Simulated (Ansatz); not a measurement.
Mulliken charges of FH2InOS (`[OH][In]([F])[SH]`) from PBE/def2-TZVPP in Ansatz (PBE0-D4/def2-TZVP geometry).

```tsv
atom	x (Å)	y (Å)	z (Å)	charge (e)
O1	1.365	-0.159	-1.215	-0.431
In2	0.315	-0.363	0.434	0.862
F3	1.250	-1.424	1.757	-0.424
S4	-1.817	0.452	1.024	-0.305
H5	0.919	0.365	-1.886	0.175
H6	-1.989	1.064	-0.161	0.123
```

Task: By hand: the dipole of these point charges (1 e Å = 4.8032 D).

Result: Σ q r = (-0.376, 0.416, -0.509) e Å, of length 0.757 e Å = 3.64 D.

Task: How does the dipole of the full density compare? (An estimate is asked.)

Result: Computed: (-0.446, 0.432, -0.464) e Å, 3.72 D; the point charges give 0.98 times that, at 6° from its direction.

Point charges leave out the atoms' own dipoles, such as those of lone pairs, and Mulliken's split depends on the basis, so the close match here is no proof of good charges.
